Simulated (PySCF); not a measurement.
C2H12FPSi3.
Cartesian coordinates in Å at the GFN2-xTB level; atoms count from 1:
```xyz
19
C2H12FPSi3 angstrom
F     -1.1554    1.3326   -1.6928
Si    -1.1864    0.8030   -0.1471
Si    -2.3987   -1.1887   -0.1917
P     -1.9315    2.6017    0.9906
C      0.6583    0.5656    0.2954
C      1.3154   -0.5038   -0.5755
Si     3.1669   -0.7234   -0.1949
H     -2.0719   -2.0171    0.9747
H     -2.1114   -1.9853   -1.3863
H     -3.8456   -0.9518   -0.1597
H     -2.0095    1.9265    2.1966
H     -3.2650    2.3631    0.7057
H      0.7649    0.2947    1.3476
H      1.1859    1.5137    0.1660
H      0.7924   -1.4535   -0.4359
H      1.1833   -0.2344   -1.6248
H      3.8627    0.5457   -0.4151
H      3.3168   -1.1195    1.2085
H      3.7189   -1.7598   -1.0687
```

Hirshfeld charges (e) from the PBE0/pcSseg-1 density (PySCF), one withheld:

```json
{"atom": "F1", "bonded to": "Si2", "charge": "-0.2131"}
{"atom": "Si2", "bonded to": "F1 Si3 P4 C5", "charge": "+0.3242"}
{"atom": "Si3", "bonded to": "Si2 H8 H9 H10", "charge": "+0.2090"}
{"atom": "P4", "bonded to": "Si2 H11 H12", "charge": "-0.0119"}
{"atom": "C5", "bonded to": "Si2 C6 H13 H14", "charge": "-0.1631"}
{"atom": "C6", "bonded to": "C5 Si7 H15 H16", "charge": "-0.1546"}
{"atom": "Si7", "bonded to": "C6 H17 H18 H19", "charge": "?"}
{"atom": "H8", "bonded to": "Si3", "charge": "-0.0749"}
{"atom": "H9", "bonded to": "Si3", "charge": "-0.0665"}
{"atom": "H10", "bonded to": "Si3", "charge": "-0.0705"}
{"atom": "H11", "bonded to": "P4", "charge": "-0.0100"}
{"atom": "H12", "bonded to": "P4", "charge": "-0.0077"}
{"atom": "H13", "bonded to": "C5", "charge": "+0.0359"}
{"atom": "H14", "bonded to": "C5", "charge": "+0.0413"}
{"atom": "H15", "bonded to": "C6", "charge": "+0.0360"}
{"atom": "H16", "bonded to": "C6", "charge": "+0.0403"}
{"atom": "H17", "bonded to": "Si7", "charge": "-0.0760"}
{"atom": "H18", "bonded to": "Si7", "charge": "-0.0791"}
{"atom": "H19", "bonded to": "Si7", "charge": "-0.0777"}
```

(1) What is the charge on Si7?

(2) Add each hydrogen's charge to the atom that carries it.

(3) Across which bond do the charges differ most?

(4) Take the bonds between elements whose Pauling electronegativities differ by more than 0.25. In how many does the more electronegative atom carry the lower charge?

(5) How much positive and how much negative charge does this set hold in all?

Results:

(1) The charges add up to the total charge, 0. The others sum to -0.3184, which leaves +0.3184 e for Si7 (SiH3 silicon); the computed value is +0.3182, the difference coming from rounding and the integration grid.

(2) Si3 -0.0029, P4 -0.0296, C5 -0.0859, C6 -0.0783, Si7 +0.0854. Atoms without hydrogen keep their charges.

(3) Si2–F1: +0.3242 on Si2 against -0.2131 on F1, a difference of 0.5373 e. The lower charge is on the more electronegative element of the two (Pauling values: F 3.98, Si 1.90).

(4) In 14 of 14.

(5) +1.0049 e on 7 atoms and -1.0051 e on 12.

The Hirshfeld scheme weights the molecular density at each point by an atom's share of the summed free-atom densities. One conformer (not necessarily the lowest) at the GFN2-xTB geometry, without solvent, vibrations or thermal averaging.

These values come from a run that also computed NMR shieldings. The run took 87 s of wall time (with the writing of density and orbital grids) on one thread of an Arm Neoverse N1, shared host with 64 logical CPUs at a one-minute load of 58, and the process peaked at 1.0 GiB of memory.
